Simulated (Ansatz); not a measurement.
Ansatz results at the PBE0-D4/def2-TZVP geometry: LUMO energy (PBE/def2-TZVPP) -0.10 eV; HOMO energy (B3LYP/def2-TZVPP) -7.47 eV; HOMO–LUMO gap (PBE0/def2-TZVPP) 8.53 eV.

Q: Which molecule gave them?
A. `B1NCO1`
B. `B[Se]CF`
C. `[CH2]1O[CH2][GeH2]1`
D. `BC(N)=O`

A: A. The others give `[CH2]1O[CH2][GeH2]1`: -0.76, -7.10, 7.41; `B[Se]CF`: -2.46, -7.69, 6.38; `BC(N)=O`: -1.14, -7.96, 8.19.

B3LYP here is the variant with VWN-RPA as its local correlation; programs differ in this.
